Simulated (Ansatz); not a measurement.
**GeH2OSn: where a starting geometry ends**

The starting geometry of this gas-phase singlet was optimised with GFN2-xTB.

```xyz
5

Ge   -0.6987    0.4756    0.1624
O    -0.8762   -0.9845    1.1996
Sn    0.1490    1.6715    2.4924
H    -1.0606   -1.8299    0.7929
H     1.7888    1.4694    1.7693
```

Task: Where would you expect an optimisation with PBE0-D3(BJ)/def2-SVP to take it?

Result: New bonds form, giving a structure with H5 bridging Sn3 and Ge1, given below by its coordinates. Distances that change by over a tenth: Ge1–O2 (1.80 → 2.01 Å), Sn3–H5 (1.80 → 2.07 Å). Contacts that close: Ge1–H5 (3.12 → 1.77 Å), O2–Sn3 (3.13 → 2.24 Å).

The energy falls by 0.64 eV over 15 steps:

```tsv
step	E − E(last) (eV)
1	0.641
3	0.542
4	0.477
6	0.379
7	0.362
9	0.175
10	0.037
12	0.001
13	0.000
15	0.000
```

Final geometry (Å):

```xyz
5

Ge   -0.2744    0.8412    0.0508
O    -0.9352   -0.5744    1.3147
Sn   -0.2127    1.0750    2.6403
H    -0.4277   -1.3944    1.3094
H     1.1524    0.8548    1.1016
```

Frequencies at the end are all real (lowest 241 cm⁻¹). Atoms past krypton carry core potentials, without spin–orbit terms. Run with Ansatz 0.2.0, 28 s on 2 threads of Arm Neoverse V1 (shared host).
